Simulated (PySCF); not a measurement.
## TDDFT excited states: C8H10Ge

C₈H₁₀Ge.
Structure used (PBE0-D3(BJ)/def2-SVP), in Å, numbered top down from 1:
```xyz
19
C8H10Ge angstrom
C     -4.168    0.224   -0.829
C     -3.040    0.318   -0.127
C     -1.831   -0.553   -0.337
C     -0.607    0.207   -0.572
C      0.403    0.848   -0.759
C      1.622    1.624   -0.986
C      2.856    0.873   -0.758
C      3.888    0.254   -0.573
Ge     5.487   -0.722   -0.283
H     -5.022    0.875   -0.623
H     -4.281   -0.506   -1.637
H     -2.954    1.066    0.669
H     -2.009   -1.246   -1.177
H     -1.680   -1.186    0.557
H      1.626    2.015   -2.019
H      1.618    2.514   -0.330
H      5.182   -1.929    0.617
H      6.036   -1.203   -1.635
H      6.516    0.192    0.401
```

Theory: PySCF 2.14.0, density-fitted response routines, TDDFT B3LYP/def2-SVPD, vertical, gas phase, core orbitals frozen in the response. Relativistic effects, spin–orbit coupling among them, are left out although an element past zinc is present.

| state | E (eV) | λ (nm) | f | \|μ\| (D) | main configurations (H = HOMO, L = LUMO) |
| --- | --- | --- | --- | --- | --- |
| S1 | 5.84 | 212.5 | 0.0020 | 0.30 | H→L (57%), H→L+1 (11%) |
| S2 | 6.02 | 205.8 | 0.0017 | 0.27 | H-1→L (20%), H→L (14%), H-1→L+3 (8%) |
| S3 | 6.09 | 203.7 | 0.050 | 1.47 | H-1→L (25%), H→L+3 (11%), H-3→L+1 (8%) |
| S4 | 6.16 | 201.2 | 0.0045 | 0.44 | H-1→L+3 (39%), H-3→L+3 (20%) |
| S5 | 6.20 | 200.0 | 0.065 | 1.67 | H-1→L (34%), H→L+3 (16%), H-4→L (10%) |
| S6 | 6.44 | 192.6 | 0.012 | 0.71 | H→L+1 (59%) |
| S7 | 6.50 | 190.7 | 0.0055 | 0.47 | H→L+2 (47%), H-1→L+1 (14%) |
| S8 | 6.52 | 190.1 | 0.037 | 1.22 | H-1→L+1 (40%), H→L+3 (17%), H→L+2 (8%) |
| S9 | 6.63 | 186.9 | 0.0009 | 0.19 | H-1→L+2 (50%) |
| S10 | 6.67 | 185.8 | 0.0023 | 0.30 | H-1→L+6 (24%), H-3→L+3 (17%), H-1→L+3 (14%) |

Triplets, Tamm–Dancoff:

```json
{"state": "T1", "E (eV)": "4.44", "λ (nm)": "279.1", "main configurations (H = HOMO, L = LUMO)": "H-2→L (38%), H-4→L (14%), H→L (12%)"}
{"state": "T2", "E (eV)": "4.99", "λ (nm)": "248.4", "main configurations (H = HOMO, L = LUMO)": "H→L+3 (14%), H-3→L+3 (12%), H-2→L+3 (10%)"}
{"state": "T3", "E (eV)": "5.27", "λ (nm)": "235.3", "main configurations (H = HOMO, L = LUMO)": "H-1→L (24%), H-1→L+8 (14%), H→L+6 (11%)"}
{"state": "T4", "E (eV)": "5.38", "λ (nm)": "230.6", "main configurations (H = HOMO, L = LUMO)": "H-3→L+3 (14%), H→L (13%), H→L+1 (11%)"}
```

The lowest singlet lies at 5.84 eV (212 nm, ultraviolet) and is very weak; its leading configuration is HOMO→LUMO (57%). The most intense listed level is S5 at 6.20 eV (200 nm, f = 0.065), 0.36 eV above S1. Löwdin shares by element: HOMO carbon 65% or more (atoms not listed hold the other 35%); LUMO carbon 59% or more (atoms not listed hold the other 41%). Orbital energies (eV): HOMO-3 -7.68, HOMO-2 -7.52, HOMO-1 -7.28, HOMO -7.10, LUMO -0.28, LUMO+1 0.01, LUMO+2 0.09. Weighted by f, the mean energy of these states is 6.26 eV. The listed states span 0.84 eV, and the widest gap between neighbours is 0.24 eV (S5 to S6). The vertical ionisation energy (ΔSCF) is 8.82 eV, 2.15 eV above S10. Singlets were solved by full linear response, triplets in the Tamm–Dancoff approximation.

On an Arm Neoverse V1 with one thread, shared host, this took 7.4 min of wall time and 1.2 GiB of memory at its peak.

One conformer stands for the species.
